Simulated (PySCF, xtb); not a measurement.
Al(Me)2(NCO) (C3H6AlNO), SMILES [CH3][Al]([N]=C=O)[CH3].

GFN2-xTB in xtb 6.7.1 at its own geometry gives an orbital gap of 4.36 eV and a dipole moment of 3.86 D.

The structure is a stationary point at r2SCAN-D4/def2-SVP. A frequency run showed that this geometry is not a minimum. The structure was generated by enumeration; whether it is a known compound was not checked. Other conformers were not sampled.

Problem. What does PySCF with PBE/def2-TZVP give? (Estimate from the structure and the level; the computed values follow.)

Solution. gap 4.91 eV (levels -6.54 and -1.63 eV), dipole 2.92 D.
